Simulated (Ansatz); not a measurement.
Ansatz (a quantum-chemistry and plane-wave program) input (HSE06/def2-TZVPD):

Ansatz 0.2 input:
```yaml
crystal:
  periodic: [false, false, false]
  atoms:
    - {symbol: In, position_ang: [0.00000000, 0.00000000, 0.00000000]}
    - {symbol: Cl, position_ang: [0.00000000, 0.00000000, 2.22420773]}
    - {symbol: Cl, position_ang: [-0.00000000, -0.00000000, -2.22420773]}
basis:
  gaussian:
    orbitals: def2-TZVPD
hamiltonian:
  xc: {name: HSE06}
total_charge: 1
output: {forces: true}
```

Output:

```
Functional definition: HSE06
integrals: 0.10 GiB planned
1129 factors; their error is unknown
integrals: 0.13 GiB planned
74 factors; integrals over basis functions are off by at most 3.4e-4 eV
mean field: 0.71 GiB planned
mean field evaluation 1: about -30200.3060 eV, gradient 4.5e1 eV
mean field evaluation 2: about -30189.1066 eV, gradient 8.0e1 eV
mean field evaluation 4: about -30205.4728 eV, gradient 2.9e0 eV
mean field evaluation 8: about -30205.5876 eV, gradient 3.0e-2 eV
mean field -30205.58759486 eV, -1110.0348700284 hartree, gradient 3.8e-5 eV, S^2 0.000000; 0 other end points of the search recorded, 0 dependent functions left out
the calculation of the forces begins
reference -30205.58764114 eV, -1110.0348717293 hartree; 27, 27 occupied and 121, 121 virtual orbitals, 1129 factors
Total energy: -30205.58764114 eV, -1110.0348717293 hartree
Atom 0 at     0.000000     0.000000     0.000000 Å, force    -0.000000    -0.000000     0.000000 eV/Å
Atom 1 at     0.000000     0.000000     2.224208 Å, force     0.000000     0.000000    -0.363632 eV/Å
Atom 2 at    -0.000000    -0.000000    -2.224208 Å, force     0.000000     0.000000     0.363632 eV/Å
Dipole moment:     0.000000     0.000000    -0.000000 e Å
```

It need not be the lowest isomer of its formula.
